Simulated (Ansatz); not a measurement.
C₂H₄BNO (`NB1CC1=O`). The species carries charge 0 and has multiplicity 1. Geometry: relaxed with PBE0-D4/def2-TZVP. It is one conformer, not always the lowest.

```xyz
9

N    -1.422   -0.919   -0.234
B    -0.283   -0.156   -0.179
C     0.812    0.481    0.741
C     0.896    0.640   -0.763
O     1.651    1.061   -1.591
H    -1.848   -1.327    0.583
H    -1.903   -1.120   -1.094
H     1.595   -0.055    1.277
H     0.502    1.394    1.260
```

Q: What is the dipole moment at PBE/def2-TZVPP? (Estimate.)

A: The calculation gave: 4.34 D, with components (-3.29, -2.08, 1.91) D in this frame, pointing from negative to positive charge.

Q: And with r2SCAN, B3LYP, ωB97M-V? (Best estimate.)

A: Ansatz gave: r2SCAN 4.44 D, B3LYP 4.50 D, ωB97M-V 4.53 D.

Q: Give the Mulliken charges with PBE, ωB97M-V, B3LYP in def2-TZVPP. (Best estimate.)

A: Computed: 
| atom | PBE | ωB97M-V | B3LYP |
| --- | --- | --- | --- |
| N1 | -0.19 | -0.17 | -0.20 |
| B2 | -0.10 | -0.01 | -0.06 |
| C3 | -0.17 | -0.26 | -0.21 |
| C4 | 0.12 | 0.17 | 0.17 |
| O5 | -0.21 | -0.26 | -0.25 |
| H6 | 0.18 | 0.15 | 0.17 |
| H7 | 0.20 | 0.16 | 0.18 |
| H8 | 0.09 | 0.11 | 0.10 |
| H9 | 0.10 | 0.12 | 0.10 |

B3LYP here is the variant with VWN-RPA as its local correlation; programs differ in this.
